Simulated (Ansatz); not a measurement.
`[F][Sn]([F])([Cl])[Cl]` + HBr → `[F][Sn]([Cl])([Cl])[Br]` + H–F at 400 K and 1 bar (ligand exchange at the Sn–F bond).

Calculated with Ansatz (gas phase, PBE0-D4/def2-TZVP geometries, no zero-point term in ΔE). CCSD(T)/CBS adds triple-zeta CCSD(T) − MP2 to the extrapolated MP2 energy (def2 sets, frozen cores). This one scheme is used for every species. def2 core potentials past Kr. For Br, Sn outer-core shells are correlated without core-valence functions, which leaves a few kJ/mol of doubt a bond. Scalar relativity is left out up to krypton.

```csv
species,CCSD(T)/CBS energy (Eh),H − E (kJ/mol),S (J/(mol·K))
`[F][Sn]([F])([Cl])[Cl]`,-1333.31864,47.6,389.4
HBr,-2573.91920,27.6,207.2
`[F][Sn]([Cl])([Cl])[Br]`,-3806.86426,46.3,418.5
H–F,-100.39570,36.5,182.2
```

H − E and S are ideal-gas, rigid-rotor, harmonic terms from PBE0-D4/def2-TZVP. 1 Eh = 2625.50 kJ/mol, R = 8.31446 J/(mol·K).

Problem. By hand: ΔE, ΔH, ΔS and ΔG.

Solution. ΔE = (-3806.86426) + (-100.39570) − (-1333.31864) − (-2573.91920) = -0.02212 Eh = -58.1 kJ/mol. Δ(H − E) = 46.3 + 36.5 − 47.6 − 27.6 = 7.6, so ΔH = -50.5 kJ/mol. ΔS = 418.5 + 182.2 − 389.4 − 207.2 = 4.1 J/(mol·K). ΔG = -50.5 − 400 × (4.1)/1000 = -52.1 kJ/mol.

Problem. By hand: the equilibrium constant, and the temperature at which ΔG would vanish if ΔH and ΔS stayed fixed.

Solution. log₁₀ K = −ΔG/(RT ln 10) = 6.8. ΔH and −TΔS have one sign here, so there is no such temperature.

The number of gas molecules stays the same, so ΔS is small and ΔH decides. A doubt of 5 kJ/mol in ΔE shifts log₁₀ K by 0.7 here. These are equilibria of isolated gas molecules and say nothing of rates. Largest T1 diagnostic: 0.013 (customary marks: 0.02 for closed shells, 0.045 for open ones).

ΔS is within the doubt of such terms, so its sign, and with it that verdict, could turn.
